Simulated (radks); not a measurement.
Results of a calculation; reference values are marked as such.
Question: Bi+, configuration [Hg] 6p2 (the NIST ground configuration). Code: a radial shooting solver on a logarithmic mesh with Libxc functionals. Model: Dirac Kohn-Sham, PBEsol, spin-unpolarised, spherical densities, finite nucleus; open shells fill j = l - 1/2 first; Fermi nuclear charge, rms radius 5.5211 fm. Some entries of the table are withheld. Estimate them.

| orbital | occ. | eigenvalue (hartree) | r(max) (bohr) | <r^2> (bohr^2) |
|---|---|---|---|---|
| 1s1/2 | 2 | -3323.155 | 0.009664 | 0.0003466 |
| 2s1/2 | 2 | -596.8236 | 0.05644 | 0.005192 |
| 2p1/2 | 2 | -573.7633 | 0.04119 | 0.003644 |
| 2p3/2 | 4 | -488.5728 | 0.04902 | 0.004824 |
| 3s1/2 | 2 | -144.2385 | 0.1588 | 0.03363 |
| 3p1/2 | 2 | -133.7451 | 0.1478 | 0.03051 |
| 3p3/2 | 4 | -114.6734 | 0.1636 | 0.03682 |
| 3d3/2 | 4 | -97.35453 | (1) | (2) |
| 3d5/2 | 6 | -93.30921 | (3) | (4) |
| 4s1/2 | 2 | -33.28721 | 0.3565 | 0.1607 |
| 4p1/2 | 2 | -28.71300 | 0.3537 | 0.1626 |
| 4p3/2 | 4 | -24.00940 | 0.3856 | 0.1935 |
| 4d3/2 | 4 | -16.53900 | 0.3763 | 0.2001 |
| 4d5/2 | 6 | -15.66087 | 0.3860 | 0.2106 |
| 5s1/2 | 2 | (5) | 0.7716 | (6) |
| 4f5/2 | 6 | -5.96279 | (7) | 0.2292 |
| 4f7/2 | 8 | -5.76098 | (8) | 0.2356 |
| 5p1/2 | 2 | -4.44576 | 0.8068 | 0.8832 |
| 5p3/2 | 4 | -3.53702 | 0.8831 | 1.072 |
| 5d3/2 | 4 | -1.31879 | 1.017 | 1.696 |
| 5d5/2 | 6 | -1.20839 | 1.048 | 1.823 |
| 6s1/2 | 2 | -0.78612 | 1.864 | 5.141 |
| 6p1/2 | 2 | -0.46294 | 2.186 | 7.627 |
| 6p3/2 | 0 | -0.37967 | 2.462 | 9.683 |

Answer: 
(1) 3d3/2 r(max) (bohr): 0.1269
(2) 3d3/2 <r^2> (bohr^2): 0.02803
(3) 3d5/2 r(max) (bohr): 0.1312
(4) 3d5/2 <r^2> (bohr^2): 0.02973
(5) 5s1/2 eigenvalue (hartree): -6.03541
(6) 5s1/2 <r^2> (bohr^2): 0.7751
(7) 4f5/2 r(max) (bohr): 0.3397
(8) 4f7/2 r(max) (bohr): 0.3442
